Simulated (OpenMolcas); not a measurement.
**Mn2+: ligand-field states by method**

Mn2+ with its 8 nearest fluoride ions at 2.354 Å, on the Sr site of SrF2 (a = 5.796 Å, distance in the model lattice 2.510 Å). The rest of the host is ab initio model potentials to 7.6 Å and point charges beyond; the distance is set by hand and nothing relaxes. Ligand basis ANO-RCC-VDZP.
```
Mn    0.0000    0.0000    0.0000
F     1.3591    1.3591    1.3591
F     1.3591    1.3591   -1.3591
F     1.3591   -1.3591    1.3591
F     1.3591   -1.3591   -1.3591
F    -1.3591    1.3591    1.3591
F    -1.3591    1.3591   -1.3591
F    -1.3591   -1.3591    1.3591
F    -1.3591   -1.3591   -1.3591
```

* Program: OpenMolcas 26.06
* Basis: ANO-RCC-VTZP [6s5p3d2f1g]
* Scalar Hamiltonian: DKH2, point nucleus
* Active space: 5 electrons in 5 orbitals (3d)
* State averaging: 2S+1 = 6 even, 1 root; 2S+1 = 4 even, 24 roots; 2S+1 = 2 even, 75 roots
* Spin-orbit coupling: RASSI with atomic mean-field integrals over the reference wave functions

I. CASSCF
II. SS-CASPT2, IPEA 0.25 Eh, imaginary shift 0.1 Eh (closed shells correlated: 3s 3p and the ligand valence shells)
III. SS-CASPT2, IPEA 0 Eh, imaginary shift 0.1 Eh (closed shells correlated: 3s 3p and the ligand valence shells)

Spin-free states (labels of O, the rotations of Oh) in cm-1, each column counted from its own energy of the first state listed:

| State | Degeneracy | I | II | III |
| --- | --- | --- | --- | --- |
| 6A1 | 1 | 0 | 0 | 0 |
| 4T1 | 3 | 30460 | 25330 | 25500 |
| 4T2 | 3 | 31798 | 26670 | 26400 |
| 4A1 | 1 | 31808 | 27020 | 26580 |
| 4E | 2 | 31869 | 26860 | 26630 |
| 4T1 | 3 | 38119 | 32880 | 33010 |
| 4T2 | 3 | 39340 | 31900 | 31590 |
| 4E | 2 | 39519 | 32230 | 31930 |
| 2T2 | 3 | 43501 | 36910 | 37400 |
| 2T1 | 3 | 44394 | 37860 | 37650 |
| 2A2 | 1 | 44437 | 37840 | 37380 |
| 2T2 | 3 | 44933 | 38520 | 38040 |
| 2A1 | 1 | 45237 | 39120 | 38620 |
| 2E | 2 | 45238 | 38970 | 38430 |
| 2T2 | 3 | 49184 | 40060 | 39470 |
| 2E | 2 | 50797 | 41350 | 40770 |
| 2T1 | 3 | 52062 | 42950 | 42160 |
| 4A2 | 1 | 52749 | 43630 | 43330 |
| 2A2 | 1 | 53282 | 44810 | 44120 |
| 2T2 | 3 | 53416 | 44680 | 43830 |

From I to II, I's first state of another spin (4T1) moves from 30460 to 25330 cm-1, by about -5100 cm-1.

I: A least-squares ligand-field fit to the states below 45000 cm-1, each weighted by its degeneracy and with a free common offset, gives 10Dq = -3241 cm-1 (negative for this site), B = 1113 cm-1 and C = 4136 cm-1 (C/B = 3.72), with an rms deviation of 75 cm-1. The same method and metal basis give the free ion B = 1117 cm-1 (fit to its terms below 60000 cm-1, rms deviation 53 cm-1), so the nephelauxetic ratio is β = 1113 / 1117 = 1.00; it hangs on how both fits weigh the states, and computed free-ion B values tend to be too large, so β mixes covalency with correlation.

χT at 300 K: I 4.39, II 4.39, III 4.39 cm3 K/mol.

Roots that are degenerate in the reference are averaged as groups; the widest CASPT2 spread within a group is 600 cm-1 (the 3-fold group of multiplicity 4 near 33000 cm-1 above the lowest state of its run, III). Shifts and gaps below about the spread of the groups concerned are not significant. Over all roots computed the reference weight is 0.68 to 0.69 in II, 0.67 to 0.69 in III; a low but even weight reflects the number of correlated electrons. Ligand-to-metal charge-transfer states are missing. With no ligand orbital active B as a rule stays too high, so bands that hang on it stand too high and its fall with covalency is understated. Without dynamic correlation the repulsion within the d shell is too large (B by tens of per cent), so at a given field states of lower spin stand too high (holds for I). With metal d orbitals alone and no dynamic correlation 10Dq can be off by a tenth to a fifth, either way, in oxide and fluoride hosts (holds for I). These CASPT2 states fit no ligand-field parameters well, so their order and spin gaps are uncertain (holds for II; III). With one d shell and no ligand orbital active, 10Dq can be off by tens of per cent for divalent 3d ions, low with halides held by bare charges and at times high in hosts (holds for II; III). Free-ion shares, where given, are those of the reference states; single-state CASPT2 does not remix them (holds for II; III). No measured value stands beside these numbers; the geometry was set by hand and not optimised.
